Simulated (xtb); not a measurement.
A geometry relaxed with GFN2-xTB (xtb), charge 0, multiplicity 1:

```xyz
10

Si     0.7577     0.6441    -0.4392
C      2.1455     0.2746     0.5733
H     -2.0766    -1.4200     0.8836
H      0.9348     1.6359    -1.5117
O     -1.2156    -1.0043     0.7967
H      3.1115     0.7314     0.4494
B     -0.9960    -0.1813    -0.2549
O     -1.9444     0.0867    -1.1897
H      2.0893    -0.4412     1.3769
H     -2.8062    -0.3259    -1.0999
```

Problem. Write the SMILES of this molecule.

Solution. `C=[SiH]B(O)O`
